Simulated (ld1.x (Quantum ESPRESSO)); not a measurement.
# Before and after: ultrasoft potential for fluorine

| Item | Value |
| --- | --- |
| Element | F (Z = 9) |
| Generator | ld1.x (Quantum ESPRESSO) 7.5 |
| Type | ultrasoft |
| Functional | LDA (PZ) |
| Relativity | scalar-relativistic |
| Frozen core | [He] |
| Valence charge | 7 |
| Reference configuration | 2s1.5 2p5.5 |
| Partial waves | 2s (bound): rcut 0.70, rcutus 0.85 bohr; 2s channel at 1.2 Ry: rcut 0.70, rcutus 0.85 bohr; 2p (bound): rcut 1.15, rcutus 1.40 bohr; 2p channel at 3.15 Ry: rcut 1.15, rcutus 1.40 bohr |
| Local potential | all-electron potential smoothed inside 1.05 bohr (lloc = -2) |
| Core correction | a·sin(br)/r model core inside 0.45 bohr |
| Augmentation charge | PSQ, radius 0.75 bohr |

All-electron outer shells of the reference configuration (LDA (PZ), scalar-relativistic, ld1.x):

```csv
shell,level (eV),outermost node (bohr),outermost maximum (bohr)
1s,-659.23,–,0.12
2s,-29.89,0.24,0.77
2p,-11.50,–,0.71
```

Change: local potential all-electron potential smoothed inside 1.66 bohr (lloc = -2).

Cutoffs: the cutoffs (Ry, on a coarse ladder) from which the occupation-weighted sum of valence levels, in a spherical-Bessel basis at the reference potential, stays within 10 and 1 mRy of its value at 400 Ry; they do not see the model core or the augmentation charge, which bear on the density cutoff. Errors are all-electron minus pseudo energies relative to the spin-unpolarised reference configuration.

Problem. What does the change do?

Solution. The potential gets neither clearly harder nor softer (40 Ry and 70 Ry → 40 Ry and 70 Ry); of the 9 tests that both files solve, the error grows in 3 and shrinks in 0 by more than 15 % and 0.3 meV (median size 6.0 → 6.9 meV); neither file shows a bound ghost. The local part now departs from the all-electron potential out to 1.66 bohr, far beyond the s radius of 0.85 bohr, and whatever the projectors do not describe feels it: the likely cause.

| quantity | base | changed |
| --- | --- | --- |
| cutoff, loose | 40 Ry | 40 Ry |
| cutoff, tight | 70 Ry | 70 Ry |
| bound ghosts | none | none |
| error for 2s2 2p5, meV [ΔE -9.19 eV] | +1.9 | +1.8 |
| error for 2s2 2p4, meV [ΔE 10.37 eV] | +6.0 | +6.9 |
| error for 2s2 2p3, meV [ΔE 48.88 eV] | +20 | +28 |
| error for 2s1 2p6, meV [ΔE 9.20 eV] | +1.7 | +1.8 |
| error for 2s2 2p1, meV [ΔE 195.48 eV] | +70 | +172 |
| error for 2s1 2p5, meV [ΔE 29.03 eV] | +2.3 | +2.4 |
| error for 2s2 2p4.5, meV [ΔE -1.56 eV] | +3.0 | +3.2 |
| error for 2s1.5 2p5.5 (spin-polarised), meV [ΔE -0.41 eV] | +14 | +14 |
| error for 2s2 2p5 (spin-polarised), meV [ΔE -9.56 eV] | +16 | +16 |
| lowest overlap eigenvalue by channel | s 0.36, p 0.29 | s 0.78, p 0.28 |
